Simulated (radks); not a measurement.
The numbers below are computed, except where a source is named.
Species: the lutetium ion Lu50+. Configuration: [Ar] 3d3. Level of theory: scalar-relativistic Kohn-Sham, PBE, spin-polarised, spherical densities, finite nucleus; open shells are filled with parallel spins first (spin-orbit coupling, left out, can overturn this in heavy ions); Fermi nuclear charge, rms radius 5.37 fm (a radial shooting solver on a logarithmic mesh with Libxc functionals).

Unscreened Slater integrals over Kohn-Sham orbitals (cm^-1). They are taken over the spin-up orbitals.

integral,value
"F0(3d,3d)",1128200
"F2(3d,3d)",583500
"F4(3d,3d)",377550
"F0(3d,3p)",1044500
"F2(3d,3p)",501430
"G1(3d,3p)",531130
"G3(3d,3p)",356840
"F0(3d,3s)",1034600
"G2(3d,3s)",409210
"F0(3d,2p)",1427400
"F2(3d,2p)",434100
"G1(3d,2p)",408260
"G3(3d,2p)",235350
"F0(3p,3p)",996320
"F2(3p,3p)",498890
"F0(3p,3s)",986550
"G1(3p,3s)",640760
"F0(3p,2p)",1321000
"F2(3p,2p)",335580
"G0(3p,2p)",134230
"G2(3p,2p)",148050
"F0(3s,3s)",979460
"F0(3s,2p)",1283000
"G1(3s,2p)",132210
"F0(2p,2p)",2762800
"F2(2p,2p)",1307200

Derived for the open shells (J is the average intra-shell exchange parameter used in DFT+U). 3d: Racah B = F2/49 - 5 F4/441 = 7627 cm^-1, C = 35 F4/441 = 29960 cm^-1, C/B = 3.93, F4/F2 = 0.647, J = (F2 + F4)/14 = 68650 cm^-1.
